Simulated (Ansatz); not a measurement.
Start from `C#CCCCCC` and change one atom or group to get `C#CCC[SiH3]`.

Ansatz, PBE0-D4/def2-TZVP geometries, multiplicity 1. Each molecule was computed in one conformer, which needn't be the lowest.

```tsv
property	`C#CCCCCC`
LUMO energy (PBE/def2-TZVPP) / eV	0.04
HOMO–LUMO gap (ωB97M-V/def2-TZVPP) / eV	12.45
HOMO energy (PBE/def2-TZVPP) / eV	-6.42
LUMO energy (B3LYP/def2-TZVPP) / eV	0.66
size of the dipole moment (PBE/def2-TZVPP) / D	0.79
LUMO energy (PBE0/def2-TZVPP) / eV	0.96
```

Problem. Give the same properties after the change, and the shifts. (An estimate is asked.)

Solution. Ansatz gave: 
```tsv
property	`C#CCC[SiH3]`	shift
LUMO energy (PBE/def2-TZVPP) / eV	-0.44	-0.48
HOMO–LUMO gap (ωB97M-V/def2-TZVPP) / eV	12.01	-0.44
HOMO energy (PBE/def2-TZVPP) / eV	-6.56	-0.14
LUMO energy (B3LYP/def2-TZVPP) / eV	0.17	-0.49
size of the dipole moment (PBE/def2-TZVPP) / D	0.15	-0.64
LUMO energy (PBE0/def2-TZVPP) / eV	0.41	-0.55
```

With PBE0 the HOMO falls by 0.12 eV and the LUMO falls by 0.55 eV, so the gap narrows by about 0.43 eV. PBE moves the HOMO by -0.14 eV and ωB97M-V by -0.09 eV. Dipoles are sizes alone; their direction can turn.

B3LYP here is the variant with VWN-RPA as its local correlation; programs differ in this.
